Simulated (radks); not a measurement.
Results of a calculation; reference values are marked as such.
Q: Ionisation of Ni3+, [Ar] 3d7, to Ni4+, [Ar] 3d6, under several functionals. Scalar-relativistic Kohn-Sham, spin-polarised, spherical densities, finite nucleus; open shells are filled with parallel spins first; a radial shooting solver on a logarithmic mesh with Libxc functionals. Known Delta-SCF values: LDA (Slater exchange, VWN5 correlation) 55.503 eV; RPBE 54.940 eV. What does XLYP give, and what is its highest occupied eigenvalue?

A: 55.133 eV by Delta-SCF; the 3d eigenvalue is -45.151 eV. NIST: 54.9 eV (semi-empirical).
